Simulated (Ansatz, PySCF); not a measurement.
The Ansatz (a first-principles code) input:
Ansatz 0.2 input:
```yaml
crystal:
  periodic: [false, false, false]
  atoms:
    - {symbol: C, position_ang: [0.01173100, -0.72708757, -0.79850692]}
    - {symbol: S, position_ang: [0.00262325, -0.01384904, 0.85337863]}
    - {symbol: C, position_ang: [-0.01656607, 0.75261357, -0.77440663]}
    - {symbol: H, position_ang: [-0.88881533, -1.25980956, -1.07214441]}
    - {symbol: H, position_ang: [0.93050588, -1.22493589, -1.07717098]}
    - {symbol: H, position_ang: [0.88233454, 1.29402388, -1.03614401]}
    - {symbol: H, position_ang: [-0.93698668, 1.25915021, -1.03111744]}
basis:
  gaussian:
    orbitals: def2-SVP
hamiltonian:
  xc: hf
accuracy: high
```

Task: Write the same job for PySCF.

Result: Several could match; the one computed here: 
```python
from pyscf import gto, scf

mol = gto.Mole()
mol.atom = '''
    C     0.011731   -0.727088   -0.798507
    S     0.002623   -0.013849    0.853379
    C    -0.016566    0.752614   -0.774407
    H    -0.888815   -1.259810   -1.072144
    H     0.930506   -1.224936   -1.077171
    H     0.882335    1.294024   -1.036144
    H    -0.936987    1.259150   -1.031117
'''
mol.basis = 'def2-svp'
mol.charge = 0
mol.spin = 0
mol.verbose = 3
mol.build()

mf = scf.RHF(mol)
mf.kernel()
```

Both were run: Ansatz gave -475.379305 Eh and PySCF -475.379305 Eh, 0.000 mEh apart.
